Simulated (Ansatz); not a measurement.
AgSO$_{2}$ (charge +1), closed shell: harmonic vibrations of a pair.

The input file, in.yaml:

```yaml
crystal:
  periodic: [false, false, false]
  atoms:
    - {symbol: Ag, position_ang: [0.220519, -1.925736, -1.118871]}
    - {symbol: O, position_ang: [-0.078439, 0.493747, 1.605013]}
    - {symbol: S, position_ang: [-0.125856, 1.145517, 0.343758]}
    - {symbol: O, position_ang: [-0.016125, 0.286570, -0.829900]}
basis:
  gaussian: {orbitals: def2-TZVP}
total_charge: 1
hamiltonian: {xc: pbe0, dispersion: d4}
phonons: {temperatures: {t_min: 298.15, t_max: 900, t_step: 200}}
```

Launched with

```bash
ansatz run in.yaml --threads 4 --pin off --events-out ev --progress --plain --max-ram 9574MiB
```

The run's output (Ansatz 0.2.0):

```
Functional definition: PBE0
  name "PBE0"
  cite "Adamo & Barone, J. Chem. Phys. 110, 6158 (1999) doi:10.1063/1.478522"
  cite "Perdew, Burke & Ernzerhof, Phys. Rev. Lett. 77, 3865 (1996) doi:10.1103/PhysRevLett.77.3865"
  parent pbe
  parameter a = 0.25
  parameter kappa = 0.804
  parameter beta = 0.06672455060314922
  exchange = (1 - a)*pbe_x(kappa = kappa, mu = beta*pi^2/3) + a*exact_x
  correlation = pbe_c(beta = beta)
959 factors; their error is unknown
mean field evaluation 1: about -18899.2385 eV, gradient 1.0e2 eV
mean field evaluation 2: about -18858.4098 eV, gradient 1.8e2 eV
mean field evaluation 4: about -18915.3550 eV, gradient 1.0e1 eV
mean field evaluation 8: about -18915.5094 eV, gradient 4.7e-2 eV
mean field evaluation 16: about -18915.5757 eV, gradient 3.8e-5 eV
mean field -18915.57571538 eV, -695.1345861026 hartree, gradient 3.8e-5 eV, S^2 0.000000; 0 other end points of the search recorded, 0 dependent functions left out
the calculation of the forces begins
reference -18915.57574574 eV, -695.1345872182 hartree; 25, 25 occupied and 114, 114 virtual orbitals, 959 factors
these checks for a lower state are left out or cut short: stability, starts, cluster_reference, orbital_swaps, neighbouring_geometries, increment
959 factors; their error is unknown
Total energy: -18915.66239972 eV, -695.1377716934 hartree
Atom 0 at     0.220519    -1.925736    -1.118871 Å, force    -0.000034     0.000826     0.000175 eV/Å
Atom 1 at    -0.078439     0.493747     1.605013 Å, force    -0.000157     0.001092    -0.001710 eV/Å
Atom 2 at    -0.125856     1.145517     0.343758 Å, force     0.000159    -0.000475     0.003031 eV/Å
Atom 3 at    -0.016125     0.286570    -0.829900 Å, force     0.000032    -0.001443    -0.001496 eV/Å
Dipole moment:     0.025592    -0.203129    -0.262160 e Å
Vibrations: 45.89 165.88 226.41 544.58 1181.91 1393.84 cm⁻¹, zero-point energy 0.220599 eV

[the SCF lines of later steps are left out]
```

Hardware: 4 CPU threads of an Arm Neoverse V1, shared host. Wall time about 25 s.
